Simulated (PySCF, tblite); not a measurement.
Isomers of C6H16N2Si. Computed values, GFN2-xTB/tblite, gas phase, harmonic and unscaled. This tight-binding method is rough: wavenumbers can miss measured ones by several per cent, in bad cases by 10 to 20. Modes of hydrogen on silicon can be 10 to 20 % off. One conformer each.

Electronic energies: PBE0/pcSseg-1 single points on the GFN2-xTB geometries (PySCF, gas phase).

```tsv
SMILES	electronic energy, lowest = 0 (kcal/mol)
C=CN(CC(C)C)N[SiH3]	0.0
CCN1[C@@H]([SiH3])CCN1C	3.1
C=CN([SiH3])NC(C)(C)C	0.5
```

Task: How do GFN2-xTB zero-point energies change the relative energies?

Result: 
| SMILES | ZPE (kcal/mol) | of it from modes above 1550 cm⁻¹ | electronic (kcal/mol) | with ZPE, lowest = 0 (kcal/mol) | lowest mode (cm⁻¹) | rings |
| --- | --- | --- | --- | --- | --- | --- |
| C=CN(CC(C)C)N[SiH3] | 130.7 | 68.8 | 0.0 | 0.0 | 27 | 0 |
| C=CN([SiH3])NC(C)(C)C | 130.9 | 69.3 | 0.5 | 0.7 | 34 | 0 |
| CCN1[C@@H]([SiH3])CCN1C | 132.4 | 65.0 | 3.1 | 4.7 | 49 | 1 |

The zero-point energies span 1.7 kcal/mol, from `C=CN(CC(C)C)N[SiH3]` to `CCN1[C@@H]([SiH3])CCN1C`. The order is unchanged.

Task: And how do the electronic energies of GFN2-xTB itself compare?

Result: `C=CN(CC(C)C)N[SiH3]` 2.3; `C=CN([SiH3])NC(C)(C)C` 1.1; `CCN1[C@@H]([SiH3])CCN1C` 0.0 kcal/mol, lowest = 0. Against the energies above, taken from the same isomer `C=CN(CC(C)C)N[SiH3]`, the largest difference is 5.4 kcal/mol.

Task: What do entropy and thermal enthalpy add at 298.15 K and 1 bar (rigid rotor, harmonic oscillator, one conformer each)?

Result: 
| SMILES | point group | symmetry number | S (cal/(mol K)) | H − H(0) (kcal/mol) | ZPE + H − H(0) − TS (kcal/mol) |
| --- | --- | --- | --- | --- | --- |
| C=CN(CC(C)C)N[SiH3] | C1 | 1 | 113.7 | 8.81 | 105.6 |
| C=CN([SiH3])NC(C)(C)C | C1 | 1 | 108.4 | 8.58 | 107.1 |
| CCN1[C@@H]([SiH3])CCN1C | C1 | 1 | 104.8 | 7.90 | 109.0 |
